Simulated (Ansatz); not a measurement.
Q: Predict a relaxed structure of the cluster CdSe2⁻, charge -1, doublet, at PBE0-D4/def2-TZVPD (Ansatz).

A: 
| atom | x (Å) | y (Å) | z (Å) |
| --- | --- | --- | --- |
| Cd1 | 0.0000 | 0.0000 | 0.0000 |
| Se2 | 1.8274 | -0.4407 | -1.5155 |
| Se3 | -1.8274 | 0.4407 | 1.5155 |
Point group D∞h (tolerance 0.1 Å). The metal has 2 neighbours: Se 2.41 Å, Se 2.41 Å. This is one stationary point.

In the def2 sets Cd takes a core potential; there is no spin–orbit coupling. The structure comes from a short search, and lower isomers may exist.
